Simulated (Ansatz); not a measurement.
One change: `SSC1CO1` becomes `BOC1CO1`.

Ansatz, PBE0-D4/def2-TZVP geometries, multiplicity 1. Each molecule was computed in one conformer, which needn't be the lowest.

```csv
property,`SSC1CO1`
LUMO energy (ωB97M-V/def2-TZVPP) / eV,1.30
HOMO energy (PBE/def2-TZVPP) / eV,-6.07
HOMO energy (PBE0/def2-TZVPP) / eV,-7.29
HOMO energy (ωB97M-V/def2-TZVPP) / eV,-9.48
LUMO energy (PBE0/def2-TZVPP) / eV,-0.77
HOMO–LUMO gap (B3LYP/def2-TZVPP) / eV,6.05
```

Question: Give the same properties after the change, and the shifts. (An estimate is asked.)

Answer: The calculation gave: 
```csv
property,`BOC1CO1`,shift
LUMO energy (ωB97M-V/def2-TZVPP) / eV,1.12,-0.18
HOMO energy (PBE/def2-TZVPP) / eV,-6.87,-0.80
HOMO energy (PBE0/def2-TZVPP) / eV,-8.50,-1.21
HOMO energy (ωB97M-V/def2-TZVPP) / eV,-10.92,-1.44
LUMO energy (PBE0/def2-TZVPP) / eV,-0.73,0.04
HOMO–LUMO gap (B3LYP/def2-TZVPP) / eV,7.26,1.21
```

B3LYP here is the variant with VWN-RPA as its local correlation; programs differ in this.
